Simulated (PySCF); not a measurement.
C₆H₅FOS.
SMILES with atom numbers: `[CH3:1][c:2]1[cH:3][s:4][c:5]([C:6](=[O:7])[F:8])[cH:9]1` (hydrogens: H10, H11, H12 on C1; H13 on C3; H14 on C9)

Computed with TDDFT PBE0/def2-SVPD, vertical, gas phase, core orbitals frozen in the response (PySCF). The structure is a single GFN2-xTB conformer in the gas phase; no vibrational or solvent corrections. Torsions of this conformer, `[CH3:1][c:2]1[cH:3][s:4][c:5]([C:6](=[O:7])[F:8])[cH:9]1`: S4–C5–C6–O7 0°.

Predict the UV-vis stick spectrum at this level.

```json
{"state": "S1", "E (eV)": "4.66", "λ (nm)": "266.1", "f": "0.121", "symmetry": "A′", "main configurations (H = HOMO, L = LUMO)": "H→L (89%)"}
{"state": "S2", "E (eV)": "5.18", "λ (nm)": "239.4", "f": "0.197", "symmetry": "A′", "main configurations (H = HOMO, L = LUMO)": "H-1→L (88%)"}
{"state": "S3", "E (eV)": "5.19", "λ (nm)": "239.0", "f": "0.0003", "symmetry": "–", "main configurations (H = HOMO, L = LUMO)": "H-2→L (95%)"}
{"state": "S4", "E (eV)": "6.23", "λ (nm)": "199.0", "f": "0.0000", "symmetry": "–", "main configurations (H = HOMO, L = LUMO)": "H→L+1 (89%)"}
{"state": "S5", "E (eV)": "6.53", "λ (nm)": "190.0", "f": "0.0014", "symmetry": "–", "main configurations (H = HOMO, L = LUMO)": "H-1→L+1 (86%)"}
{"state": "S6", "E (eV)": "6.81", "λ (nm)": "182.0", "f": "0.0006", "symmetry": "–", "main configurations (H = HOMO, L = LUMO)": "H-3→L (79%), H→L+3 (18%)"}
{"state": "S7", "E (eV)": "6.86", "λ (nm)": "180.9", "f": "0.0024", "symmetry": "A″", "main configurations (H = HOMO, L = LUMO)": "H→L+3 (74%), H-3→L (18%)"}
{"state": "S8", "E (eV)": "7.11", "λ (nm)": "174.3", "f": "0.051", "symmetry": "A′", "main configurations (H = HOMO, L = LUMO)": "H-1→L+2 (50%), H→L+2 (31%), H-4→L (12%)"}
```

Triplets (Tamm–Dancoff): T1 3.21 eV, H→L (75%), H-1→L (21%); T2 3.65 eV, H-1→L (76%), H→L (22%); T3 4.77 eV, H-2→L (92%).

The lowest singlet comes at 266 nm (449 kJ/mol) in the ultraviolet; it is of moderate strength; its leading configuration is HOMO→LUMO (89%). The strongest level in the table is S2 at 5.18 eV (239 nm, f = 0.197). S2/S3 lie within about 0.01 eV of each other. Löwdin shares by element: HOMO carbon 61% or more, sulfur 14% (atoms not listed hold the other 25%); LUMO carbon 46% or more, sulfur 14% (atoms not listed hold the other 40%). Orbital energies (eV): HOMO-3 -10.44, HOMO-2 -9.12, HOMO-1 -7.94, HOMO -7.54, LUMO -2.19, LUMO+1 0.08, LUMO+2 0.32. The listed states span 2.45 eV, and the widest gap between neighbours is 1.04 eV (S3 to S4). Of the 8 states listed, 3 reach f = 0.01 and 2 stay under 0.0005. Symmetry labels in Cs follow from the direction of the transition dipole and are given only for states with f of 0.002 or more. The window holds the lowest 8 singlets.
